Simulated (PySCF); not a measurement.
Task: Write Cartesian coordinates for `FCC1COCOC1` as optimised with GFN2-xTB.

Result: 
```
atom  x, y, z in Å
F1    -2.148    0.024   -1.394
C2    -2.027   -0.303   -0.065
C3    -0.576   -0.209    0.386
C4    -0.009    1.207    0.209
O5     1.356    1.239    0.572
C6     2.102    0.327   -0.176
O7     1.681   -0.993   -0.009
C8     0.336   -1.157   -0.408
H9    -2.660    0.399    0.488
H10   -2.411   -1.323    0.042
H11   -0.523   -0.478    1.445
H12   -0.513    1.925    0.859
H13   -0.126    1.520   -0.841
H14    2.058    0.601   -1.252
H15    3.129    0.382    0.189
H16    0.089   -2.204   -0.218
H17    0.234   -0.948   -1.484
```

Any rigid rotation of these coordinates is as good. Atoms count from 1 in this order. The 6-membered ring C3–C4–O5–C6–O7–C8 has internal angles of 106.9° to 113.1°; it is puckered, 0.23 Å rms from its mean plane, widest ring torsion 60°. Of the pairs four or more bonds apart, F1···H17 is among the closest relative to their van der Waals radii: 2.57 Å, 96 % of the sum of Bondi's values.

Bonds between heavy atoms (Å): F1–C2 1.374, C2–C3 1.523, C3–C4 1.536, C4–O5 1.413, O5–C6 1.395, C6–O7 1.395, O7–C8 1.413, C3–C8 1.536.

Structure optimised with GFN2-xTB, isolated species.

Point group: Cs (every atom within 0.08 Å of its image). No GFN2-xTB frequencies stand behind this structure, so it isn't proved a minimum. One conformer, not necessarily the lowest (F1–C2–C3–C4 60°, C2–C3–C4–O5 -177°, C3–C4–O5–C6 57°, C4–O5–C6–O7 -60°, O5–C6–O7–C8 60°).

The numbers are calculated, not measured.
